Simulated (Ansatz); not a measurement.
Two isomers of C3H10Si2: A = `C=C[SiH2][SiH2]C`, B = `[SiH3]C[SiH]1CC1`.

Gas-phase electronic energies from Ansatz, PBE0-D4/def2-TZVP geometries. CCSD(T)/CBS is the MP2 limit (def2-TZVPP, def2-QZVPP) plus CCSD(T) − MP2 in def2-TZVPP, frozen cores. DFT in def2-TZVPP. B3LYP here is the variant with VWN-RPA as its local correlation; programs differ in this. One conformer a species, not always the lowest.

(1) Which is lower in electronic energy at CCSD(T)/CBS, and by how much? (Estimate.)

(2) Give E(B) − E(A) in kJ/mol with B3LYP, CCSD(T)/def2-TZVPP, MP2/def2-TZVPP, B3LYP-D4, CCSD/def2-TZVPP, PBE0-D4, B2PLYP. (Best estimate.)

Largest T1 diagnostic: 0.012.

Answers

(1) Ansatz gave: A, by 28.2 kJ/mol.

(2) Computed: B3LYP 39.6, CCSD(T)/def2-TZVPP 29.0, MP2/def2-TZVPP 12.5, B3LYP-D4 38.2, CCSD/def2-TZVPP 29.9, PBE0-D4 19.4, B2PLYP 31.8. None reverses the order clearly.

In def2-TZVPP, CCSD(T) changes the Hartree–Fock value by −23.2 kJ/mol (the triples alone add −0.9 kJ/mol) and MP2 by −39.7 kJ/mol. From PBE to PBE0 (25 % exact exchange), in def2-TZVPP and without D4, E(B) − E(A) moves by −6.3 kJ/mol.
